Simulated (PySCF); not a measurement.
**Complete the spectrum of C5H10OSi2**

C5H10OSi2.
Cartesian coordinates in Å at the PBE0-D3(BJ)/def2-SVP level; atoms count from 1:
```xyz
18
C5H10OSi2 angstrom
C     -3.0824   -0.2437   -0.2051
O     -2.0280    0.6807   -0.1458
C     -0.7579    0.2223   -0.1105
C     -0.3941   -1.0797   -0.1216
Si     1.3629   -1.6778   -0.0772
C      2.5613   -0.2381   -0.0202
C      2.2058    1.0599   -0.0059
Si     0.4432    1.6833   -0.0422
H     -4.0115    0.3394   -0.2276
H     -3.0216   -0.8672   -1.1141
H     -3.0895   -0.9059    0.6782
H     -1.1744   -1.8506   -0.1620
H      1.5957   -2.5586    1.1137
H      1.6659   -2.5237   -1.2774
H      3.6341   -0.4814    0.0047
H      3.0019    1.8187    0.0298
H      0.2164    2.5560   -1.2348
H      0.1467    2.5003    1.1746
```

Method: TDDFT CAM-B3LYP/def2-SVPD, vertical, gas phase, core orbitals frozen in the response in PySCF 2.14.0, density-fitted response routines.

Lowest singlets, with some entries withheld (?).

```json
{"state": "S1", "ν̃ (cm⁻¹)": "47420", "f": "0.062", "main configurations (H = HOMO, L = LUMO)": "H→L (91%)"}
{"state": "S2", "ν̃ (cm⁻¹)": "47730", "f": "0.0014", "main configurations (H = HOMO, L = LUMO)": "H-2→L (90%)"}
{"state": "S3", "ν̃ (cm⁻¹)": "49220", "f": "0.025", "main configurations (H = HOMO, L = LUMO)": "H→L+1 (69%), H-1→L (20%)"}
{"state": "S4", "ν̃ (cm⁻¹)": "52190", "f": "0.0073", "main configurations (H = HOMO, L = LUMO)": "H→L+2 (89%)"}
{"state": "S5", "ν̃ (cm⁻¹)": "55130", "f": "0.675", "main configurations (H = HOMO, L = LUMO)": "H-1→L (72%), H→L+1 (23%)"}
{"state": "S6", "ν̃ (cm⁻¹)": "55760", "f": "0.0022", "main configurations (H = HOMO, L = LUMO)": "H-2→L+1 (58%), H→L+4 (17%), H-3→L+1 (14%)"}
{"state": "S7", "ν̃ (cm⁻¹)": "56060", "f": "0.0006", "main configurations (H = HOMO, L = LUMO)": "H→L+4 (64%), H-2→L+1 (15%)"}
{"state": "S8", "ν̃ (cm⁻¹)": "57830", "f": "0.013", "main configurations (H = HOMO, L = LUMO)": "H→L+3 (60%), H→L+7 (8%)"}
{"state": "S9", "ν̃ (cm⁻¹)": "?", "f": "?", "main configurations (H = HOMO, L = LUMO)": "?"}
{"state": "S10", "ν̃ (cm⁻¹)": "?", "f": "?", "main configurations (H = HOMO, L = LUMO)": "?"}
```

Task: Fill in the withheld entries.

Result: 
- S9: ν̃ = 58380 cm⁻¹; f = 0.0066; H-1→L+1 (98%)
- S10: ν̃ = 58550 cm⁻¹; f = 0.0025; H-1→L+2 (60%), H-1→L+3 (20%)

Task: Where do the lowest triplets lie (Tamm–Dancoff)?

Result: T1 3.98 eV, H→L+1 (82%), H→L (9%); T2 4.03 eV, H-1→L (84%); T3 5.35 eV, H-2→L (86%); T4 5.87 eV, H→L (89%), H→L+1 (9%). E(S1) − E(T1) = +1.90 eV.

Task: What is the vertical ionisation energy by ΔSCF at this level?

Result: 8.81 eV; −ε(HOMO) is 8.23 eV.

Task: How far apart are S2 and S6, in eV and cm⁻¹?

Result: 6.914 − 5.918 = 0.996 eV, or about 8030 cm⁻¹.

One conformer stands for the species.
